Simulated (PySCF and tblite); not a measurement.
Values are calculated unless marked as measured or tabulated.
C₅H₃NOS, numbered as in [N:1]#[C:2][c:3]1[cH:4][cH:5][c:6]([SH:7])[o:8]1.

Geometries GFN2-xTB; weights from PBE0-D3(BJ)/pcSseg-1 energies and GFN2-xTB thermal corrections, with symmetry numbers and mirror pairs. Conformers within 2.5 kcal/mol (GFN2-xTB free energy) were kept, 5 at most. (PySCF 2.14, tblite 0.8.)

Torsions listed: O8–C6–S7–H7.

```csv
conformer,shape,symmetry,E(GFN2) kcal/mol
1,180°,Cs,0.86
2,0°,Cs,0.00
```

Which of these conformers is the most populated at 298.15 K, and with what share?

Conformer 2, about 83 %.

Give the DFT energies and free energies relative to the lowest, and all weights.


| conformer | shape | E(DFT) kcal/mol | G(298.15 K) kcal/mol | weight % |
| --- | --- | --- | --- | --- |
| 1 | 180° | 0.94 | 0.94 | 17.0 |
| 2 | 0° | 0.00 | 0.00 | 83.0 |

How does its share change from 250 K to 350 K?

From 87 % to 79 %; the mixing entropy goes from 0.77 to 1.01 cal/(mol K).

The minima are those of GFN2-xTB; planar forms about aryl–S or allylic bonds may be saddles in DFT.
